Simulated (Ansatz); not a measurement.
Ansatz (a first-principles code) input (B3LYP-D3(BJ)/def2-TZVP):

Ansatz 0.2 input:
```yaml
crystal:
  periodic: [false, false, false]
  atoms:
    - {symbol: C, position_ang: [0.22042205, 1.67804891, 0.27133889]}
    - {symbol: C, position_ang: [-0.99034029, 0.91554062, 0.80860689]}
    - {symbol: C, position_ang: [-1.59156836, -0.04075458, -0.22309121]}
    - {symbol: C, position_ang: [-0.98767504, -1.44788120, -0.22630518]}
    - {symbol: C, position_ang: [0.52783564, -1.51450471, -0.01695923]}
    - {symbol: C, position_ang: [1.32420517, -0.41840363, -0.72683431]}
    - {symbol: C, position_ang: [1.48738197, 0.83924515, 0.12642482]}
    - {symbol: H, position_ang: [0.44090455, 2.51079880, 0.94480559]}
    - {symbol: H, position_ang: [-0.03992155, 2.10676707, -0.69997385]}
    - {symbol: H, position_ang: [-0.72001792, 0.37152856, 1.71454576]}
    - {symbol: H, position_ang: [-1.75105212, 1.65046547, 1.08466315]}
    - {symbol: H, position_ang: [-2.66424292, -0.14158308, -0.03995620]}
    - {symbol: H, position_ang: [-1.48191751, 0.40708149, -1.21289952]}
    - {symbol: H, position_ang: [-1.46084515, -2.04289883, 0.55886579]}
    - {symbol: H, position_ang: [-1.23880315, -1.91830613, -1.18026117]}
    - {symbol: H, position_ang: [0.75252194, -1.46749114, 1.05055869]}
    - {symbol: H, position_ang: [0.86719457, -2.49247475, -0.36753028]}
    - {symbol: H, position_ang: [0.85482533, -0.16774646, -1.67904310]}
    - {symbol: H, position_ang: [2.32331770, -0.80305170, -0.94740822]}
    - {symbol: H, position_ang: [1.83898496, 0.54465742, 1.11875126]}
    - {symbol: H, position_ang: [2.26213495, 1.46985376, -0.31816791]}
basis:
  gaussian:
    orbitals: def2-TZVP
hamiltonian:
  xc: b3lyp
  dispersion: d3bj
relax: {f_tol: 0.002, max_steps: 150}
```

Output:

```
Functional definition: B3LYP
integrals: 0.32 GiB planned
1876 factors; their error is unknown
0.43 GiB of the device are held for the grids
1.92 GiB of device memory are held for the factors and their scratch space
mean field: 2.34 GiB planned
mean field evaluation 1: about -7471.5188 eV, gradient 9.0e1 eV
mean field evaluation 2: about -7446.3052 eV, gradient 1.4e2 eV
mean field evaluation 4: about -7490.8845 eV, gradient 3.4e0 eV
mean field evaluation 8: about -7490.9011 eV, gradient 2.6e-2 eV
mean field evaluation 16: about -7490.8372 eV, gradient 1.1e-4 eV
mean field -7490.83719510 eV, -275.2831894482 hartree, gradient 1.2e-5 eV, S^2 0.000000; 0 other end points of the search recorded, 0 dependent functions left out
the calculation of the forces begins
reference -7490.83753454 eV, -275.2832019224 hartree; 28, 28 occupied and 273, 273 virtual orbitals, 1876 factors
relax step   1: F+E_penalty+E_count = -7491.73018698 eV  Δ(F+E_penalty+E_count) = +0.000e0 eV  max|allowed force component| = 3.100e-1 eV/Å  Δτ_max = 0.0000 Å  (29 SCF iters, accepted)
these checks for a lower state are left out or cut short: starts, cluster_reference, orbital_swaps, neighbouring_geometries, increment
integrals: 0.32 GiB planned
1876 factors; their error is unknown
0.43 GiB of the device are held for the grids
1.91 GiB of device memory are held for the factors and their scratch space
mean field: 2.34 GiB planned
mean field -7490.87152985 eV, -275.2844512269 hartree, gradient 1.0e-5 eV, S^2 0.000000; 0 other end points of the search recorded, 0 dependent functions left out
the calculation of the forces begins
reference -7490.87187083 eV, -275.2844637579 hartree; 28, 28 occupied and 273, 273 virtual orbitals, 1876 factors
relax step   2: F+E_penalty+E_count = -7491.75465698 eV  Δ(F+E_penalty+E_count) = -2.447e-2 eV  max|allowed force component| = 7.595e-2 eV/Å  Δτ_max = 0.0594 Å  (29 SCF iters, accepted)
these checks for a lower state are left out or cut short: starts, cluster_reference, orbital_swaps, neighbouring_geometries, increment
integrals: 0.32 GiB planned
1876 factors; their error is unknown
0.43 GiB of the device are held for the grids
1.91 GiB of device memory are held for the factors and their scratch space
mean field: 2.33 GiB planned
mean field evaluation 32: about -7490.8747 eV, gradient 1.0e-5 eV
mean field -7490.87465325 eV, -275.2845660099 hartree, gradient 1.0e-5 eV, S^2 0.000000; 0 other end points of the search recorded, 0 dependent functions left out
the calculation of the forces begins
reference -7490.87499477 eV, -275.2845785603 hartree; 28, 28 occupied and 273, 273 virtual orbitals, 1876 factors
relax step   3: F+E_penalty+E_count = -7491.75653702 eV  Δ(F+E_penalty+E_count) = -1.880e-3 eV  max|allowed force component| = 2.499e-2 eV/Å  Δτ_max = 0.0162 Å  (30 SCF iters, accepted)
these checks for a lower state are left out or cut short: starts, cluster_reference, orbital_swaps, neighbouring_geometries, increment
integrals: 0.32 GiB planned
1876 factors; their error is unknown
0.43 GiB of the device are held for the grids
1.91 GiB of device memory are held for the factors and their scratch space
mean field: 2.34 GiB planned
mean field -7490.87552696 eV, -275.2845981179 hartree, gradient 1.0e-5 eV, S^2 0.000000; 0 other end points of the search recorded, 0 dependent functions left out
the calculation of the forces begins
reference -7490.87586869 eV, -275.2846106763 hartree; 28, 28 occupied and 273, 273 virtual orbitals, 1876 factors
relax step   4: F+E_penalty+E_count = -7491.75682840 eV  Δ(F+E_penalty+E_count) = -2.914e-4 eV  max|allowed force component| = 3.543e-3 eV/Å  Δτ_max = 0.0112 Å  (30 SCF iters, accepted)
these checks for a lower state are left out or cut short: starts, cluster_reference, orbital_swaps, neighbouring_geometries, increment
integrals: 0.32 GiB planned
1876 factors; their error is unknown
0.43 GiB of the device are held for the grids
1.91 GiB of device memory are held for the factors and their scratch space
mean field: 2.34 GiB planned
mean field -7490.87556576 eV, -275.2845995437 hartree, gradient 1.0e-5 eV, S^2 0.000000; 0 other end points of the search recorded, 0 dependent functions left out
the calculation of the forces begins
reference -7490.87590748 eV, -275.2846121017 hartree; 28, 28 occupied and 273, 273 virtual orbitals, 1876 factors
relax step   5: F+E_penalty+E_count = -7491.75683736 eV  Δ(F+E_penalty+E_count) = -8.962e-6 eV  max|allowed force component| = 1.420e-3 eV/Å  Δτ_max = 0.0016 Å  (30 SCF iters, accepted)
integrals: 0.32 GiB planned
1876 factors; their error is unknown
0.43 GiB of the device are held for the grids
1.91 GiB of device memory are held for the factors and their scratch space
mean field: 2.34 GiB planned
mean field evaluation 64: about -7490.8756 eV, gradient 8.4e-2 eV
mean field -7490.87556576 eV, -275.2845995437 hartree, gradient 1.0e-5 eV, S^2 0.000000; 1 other end points of the search recorded, 0 dependent functions left out
the calculation of the forces begins
reference -7490.87590748 eV, -275.2846121017 hartree; 28, 28 occupied and 273, 273 virtual orbitals, 1876 factors
Total energy: -7491.75717908 eV, -275.3169982359 hartree
Atom 0 at     0.221530     1.680191     0.283686 Å, force    -0.000304     0.000253     0.000173 eV/Å
Atom 1 at    -1.012684     0.939696     0.809740 Å, force     0.000024    -0.000016    -0.001420 eV/Å
Atom 2 at    -1.610666    -0.046052    -0.201814 Å, force     0.000758    -0.000100     0.000648 eV/Å
Atom 3 at    -0.989098    -1.450132    -0.225947 Å, force    -0.000506    -0.000595    -0.000120 eV/Å
Atom 4 at     0.533451    -1.529802    -0.042078 Å, force    -0.000200     0.000774    -0.000538 eV/Å
Atom 5 at     1.354542    -0.429838    -0.726479 Å, force    -0.000191    -0.000296     0.001371 eV/Å
Atom 6 at     1.490323     0.843393     0.115417 Å, force     0.000345    -0.000140    -0.000175 eV/Å
Atom 7 at     0.450278     2.514993     0.952914 Å, force    -0.000080    -0.000273    -0.000322 eV/Å
Atom 8 at    -0.040655     2.129034    -0.681242 Å, force     0.000160    -0.000124     0.000260 eV/Å
Atom 9 at    -0.775779     0.426782     1.748222 Å, force     0.000074    -0.000214     0.000510 eV/Å
Atom 10 at    -1.770977     1.686983     1.058107 Å, force    -0.000053     0.000095     0.000222 eV/Å
Atom 11 at    -2.681701    -0.157466    -0.013983 Å, force    -0.000238     0.000044    -0.000041 eV/Å
Atom 12 at    -1.532299     0.404346    -1.196111 Å, force    -0.000039     0.000265    -0.000077 eV/Å
Atom 13 at    -1.454849    -2.060876     0.553155 Å, force     0.000147     0.000235    -0.000214 eV/Å
Atom 14 at    -1.259866    -1.922052    -1.175111 Å, force     0.000038     0.000149     0.000358 eV/Å
Atom 15 at     0.773031    -1.512502     1.025599 Å, force     0.000225    -0.000015     0.000082 eV/Å
Atom 16 at     0.863019    -2.508357    -0.400722 Å, force     0.000144    -0.000184     0.000024 eV/Å
Atom 17 at     0.930544    -0.191963    -1.708108 Å, force    -0.000075     0.000177    -0.000543 eV/Å
Atom 18 at     2.360139    -0.813635    -0.917797 Å, force     0.000166     0.000016    -0.000228 eV/Å
Atom 19 at     1.861461     0.554708     1.105467 Å, force    -0.000092     0.000197    -0.000219 eV/Å
Atom 20 at     2.263604     1.481440    -0.322786 Å, force    -0.000302    -0.000245     0.000249 eV/Å
Dipole moment:     0.001335     0.001964     0.000311 e Å
```
